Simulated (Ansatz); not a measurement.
`O[Si](F)(Cl)Cl` + HBr → `O[Si](F)(Cl)Br` + HCl at 298.15 K and 1 bar (ligand exchange at the Si–Cl bond).

Isolated molecules relaxed with PBE0-D4/def2-TZVP in Ansatz; ΔE leaves out vibrations. CCSD(T)/CBS adds triple-zeta CCSD(T) − MP2 to the extrapolated MP2 energy (def2 sets, frozen cores). This one scheme is used for every species. For Br outer-core shells are correlated without core-valence functions, which leaves a few kJ/mol of doubt a bond. Scalar relativity is left out up to krypton. Each species was taken in one conformer, which may not be the lowest.

| species | CCSD(T)/CBS energy (Eh) | H − E (kJ/mol) | S (J/(mol·K)) |
| --- | --- | --- | --- |
| `O[Si](F)(Cl)Cl` | -1384.43664 | 74.5 | 340.5 |
| HBr | -2573.91920 | 24.6 | 198.6 |
| `O[Si](F)(Cl)Br` | -3497.97222 | 73.7 | 353.2 |
| HCl | -460.38127 | 26.6 | 186.8 |

H − E and S are ideal-gas, rigid-rotor, harmonic terms from PBE0-D4/def2-TZVP, for one conformer and one mirror image of each species. 1 Eh = 2625.50 kJ/mol, R = 8.31446 J/(mol·K).

Task: By hand: ΔE, ΔH, ΔS and ΔG.

Result: ΔE = (-3497.97222) + (-460.38127) − (-1384.43664) − (-2573.91920) = 0.00235 Eh = 6.2 kJ/mol. Δ(H − E) = 73.7 + 26.6 − 74.5 − 24.6 = 1.2, so ΔH = 7.4 kJ/mol. ΔS = 353.2 + 186.8 − 340.5 − 198.6 = 0.9 J/(mol·K). ΔG = 7.4 − 298.15 × (0.9)/1000 = 7.1 kJ/mol.

Task: By hand: the equilibrium constant, and the temperature at which ΔG would vanish if ΔH and ΔS stayed fixed.

Result: log₁₀ K = −ΔG/(RT ln 10) = -1.2. ΔG = 0 at ΔH/ΔS = 8222 K, far beyond where these terms or the molecules hold.

The number of gas molecules stays the same, so ΔS is small and ΔH decides. A doubt of 5 kJ/mol in ΔE shifts log₁₀ K by 0.9 here. Other conformers and mirror images would add mixing entropy, several J/(mol·K) or more a flexible species. These are equilibria of isolated gas molecules and say nothing of rates. Largest T1 diagnostic: 0.010 (customary marks: 0.02 for closed shells, 0.045 for open ones).
